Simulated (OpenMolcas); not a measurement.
**4f ions of charge +4 along the row**

| Item | Value |
| --- | --- |
| Program | OpenMolcas 26.06 |
| Method | CASSCF |
| Basis | ANO-RCC-VTZP |
| Scalar Hamiltonian | DKH2, point nucleus |
| Spin-orbit coupling | RASSI with atomic mean-field integrals over the reference wave functions, term energies averaged over their components |

Active space: the 4f shell.

ζ = ±2S·A comes from the whole width of the ground multiplet by E(J) = (A/2) J(J+1), where its levels are at least 85 % pure. Energies in cm-1.

| Ion | Configuration | Lowest level | Weight (%) | g | g, pure LS | Next level | E | E measured | ζ | ζ measured |
| --- | --- | --- | --- | --- | --- | --- | --- | --- | --- | --- |
| Nd4+ | 4f² | ³H₄ | 97 | 0.806 | 0.800 | ³H₅ | 2983 | 2834 | 1109 | 1044 |
| Pm4+ | 4f³ | ⁴I°_9/2 | 97 | 0.732 | 0.727 | ⁴I°_11/2 | 2559 |  | 1256 |  |
| Sm4+ | 4f⁴ | ⁵I₄ | 97 | 0.604 | 0.599 | ⁵I₅ | 2008 |  | 1380 |  |
| Eu4+ | 4f⁵ | ⁶H°_5/2 | 96 | 0.296 | 0.284 | ⁶H°_7/2 | 1390 |  | 1585 |  |
| Gd4+ | 4f⁶ | ⁷F₀ | 94 |  |  | ⁷F₁ | 488 |  | 1876 |  |
| Tb4+ | 4f⁷ | ⁸S°_7/2 | 97 | 1.995 | 2.002 | ⁶P°_7/2 | 43138 |  |  |  |
| Dy4+ | 4f⁸ | ⁷F₆ | 96 | 1.494 | 1.501 | ⁷F₅ | 2529 |  | 2020 |  |
| Ho4+ | 4f⁹ | ⁶H°_15/2 | 94 | 1.326 | 1.334 | ⁶H°_13/2 | 4219 |  | 2271 |  |
| Er4+ | 4f¹⁰ | ⁵I₈ | 94 | 1.242 | 1.251 | ⁵I₇ | 6075 |  | 2470 |  |
| Tm4+ | 4f¹¹ | ⁴I°_15/2 | 97 | 1.197 | 1.200 | ⁴I°_13/2 | 7719 |  |  |  |
| Yb4+ | 4f¹² | ³H₆ | 99 | 1.166 | 1.167 | ³F₄ [55 %] | 7311 |  |  |  |

Measured columns use the levels in the list in Carvajal Gallego et al., Mon. Not. R. Astron. Soc. 518, 332 (2023) (Nd4+).

The computed ζ goes from 1109 (Nd4+) to 2470 cm-1 (Er4+), a factor of 2.23, rising at every step.

Without dynamic correlation excited terms often stand tens of per cent too high (terms of higher spin than the ground term too low), and those without a measured partner can miss by more than the paired ones. Some levels mix across a computed gap that differs much from the measured one, so their mixing is not that of the real levels (holds for Nd4+). High states are left out of the spin-orbit mixing, which shifts the levels that they would mix with (holds for Pm4+; Sm4+; Eu4+; Gd4+; Tb4+; Dy4+; Ho4+; Er4+; Tm4+). Some high roots are left out of the spin-orbit mixing, which shifts the levels that they would mix with (holds for Yb4+). Computed and measured levels are paired by configuration, term and J; levels that our copy of the source lacks, or whose pairing is in doubt (as where it misses far off the trend of its configuration), stay unpaired and out of the deviations. Only configurations of the active space appear.

A share in square brackets marks a mixed level and gives the weight of the term that names it, the lowest over the columns. ° marks odd parity.
